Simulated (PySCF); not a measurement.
Potential energy curve for CH (cation, charge +1), singlet. Each curve is given relative to its own lowest point near equilibrium.

```json
[
 {"R / Å": "0.85", "A": "2.348", "B": "2.266", "C": "2.158", "D": "2.248"},
 {"R / Å": "0.91", "A": "1.308", "B": "1.253", "C": "1.149", "D": "1.224"},
 {"R / Å": "0.96", "A": "0.731", "B": "0.695", "C": "0.603", "D": "0.664"},
 {"R / Å": "1.02", "A": "0.298", "B": "0.279", "C": "0.209", "D": "0.251"},
 {"R / Å": "1.08", "A": "0.074", "B": "0.066", "C": "0.028", "D": "0.050"},
 {"R / Å": "1.10", "A": "0.035", "B": "0.030", "C": "0.004", "D": "0.019"},
 {"R / Å": "1.14", "A": "0.000", "B": "0.000", "C": "0.000", "D": "0.000"},
 {"R / Å": "1.17", "A": "0.005", "B": "0.008", "C": "0.030", "D": "0.018"},
 {"R / Å": "1.22", "A": "0.061", "B": "0.067", "C": "0.128", "D": "0.097"},
 {"R / Å": "1.25", "A": "0.117", "B": "0.125", "C": "0.211", "D": "0.167"},
 {"R / Å": "1.32", "A": "0.296", "B": "0.305", "C": "0.455", "D": "0.381"},
 {"R / Å": "1.41", "A": "0.588", "B": "0.599", "C": "0.839", "D": "0.722"},
 {"R / Å": "1.55", "A": "1.098", "B": "1.115", "C": "1.506", "D": "1.317"},
 {"R / Å": "1.69", "A": "1.606", "B": "1.634", "C": "2.189", "D": "2.079"},
 {"R / Å": "1.89", "A": "2.248", "B": "2.306", "C": "3.110", "D": "—"},
 {"R / Å": "2.06", "A": "2.690", "B": "2.684", "C": "3.809", "D": "—"},
 {"R / Å": "2.28", "A": "3.114", "B": "2.982", "C": "4.581", "D": "—"},
 {"R / Å": "2.51", "A": "3.405", "B": "3.161", "C": "5.237", "D": "—"},
 {"R / Å": "2.81", "A": "3.619", "B": "3.311", "C": "5.900", "D": "—"},
 {"R / Å": "3.10", "A": "3.719", "B": "3.397", "C": "6.376", "D": "—"},
 {"R / Å": "3.42", "A": "3.768", "B": "3.442", "C": "6.758", "D": "—"},
 {"R / Å": "3.95", "A": "3.794", "B": "3.443", "C": "7.154", "D": "—"},
 {"R / Å": "4.55", "A": "3.800", "B": "3.395", "C": "7.382", "D": "—"}
]
```

Energies in eV.

Task: Match the curves with the methods PySCF with CASSCF(4,5)/cc-pVDZ; PySCF with RHF/cc-pVDZ; PySCF with unrestricted r2SCAN/cc-pVDZ; MP2 on UHF/cc-pVDZ, 1 core orbital frozen (PySCF 2.14.0).

Result: A is CASSCF(4,5); B is UKS-r2SCAN; C is RHF; D is UMP2.

Dashes: no converged value, or the column stops at the first point that the program doubted or that broke a chosen test of continuity, which isn't proof of a fault.

The unrestricted determinant behind UMP2 is spin-contaminated at 0.85 to 4.55 Å (<S²> up to 1.1, against 0.00 for a pure singlet). The unrestricted determinant behind UKS-r2SCAN is spin-contaminated at 0.85 to 4.55 Å (<S²> up to 1.0, against 0.00 for a pure singlet). At the longest distance UKS-r2SCAN leaves fractional charges on the fragments, a sign of delocalisation error or of the restricted form. The restricted form behind RHF keeps the bonding electrons paired and can't separate into open-shell fragments.
